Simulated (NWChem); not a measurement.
System: C4H6OS; SMILES CC1=COCS1

The following NWChem deck was run.

```
start job
memory heap 200 mb stack 900 mb global 1100 mb
geometry units angstroms noautoz
  C      0.232180     2.282846    -0.069972
  C      0.252865     0.799408     0.013419
  C      1.309642    -0.023052     0.041076
  O      1.074057    -1.355807     0.184570
  C     -0.263808    -1.642830    -0.133639
  S     -1.252188    -0.133053     0.205457
  H      1.256200     2.680906    -0.112555
  H     -0.311516     2.631410    -0.962899
  H     -0.268648     2.721851     0.809015
  H      2.363033     0.257471     0.010551
  H     -0.615467    -2.483025     0.480481
  H     -0.348998    -1.899721    -1.206937
end
basis spherical
  * library def2-tzvp
end
dft
  xc xpbe96 cpbe96
  iterations 150
  semidirect filesize 400000000
  mulliken
end
task dft energy
```

All runs use the structure optimised with PBE0/def2-SVP.

Task: Predict the main results of this run. (PBE/def2-TZVP.) Quantities: energy (Ha); highest occupied level (eV); orbital gap (eV); dipole (D).

Result: 
| Quantity | Value |
|---|---|
| energy (Ha) | -629.07 |
| highest occupied level (eV) | -4.48 |
| orbital gap (eV) | 3.62 |
| dipole (D) | 0.79 |
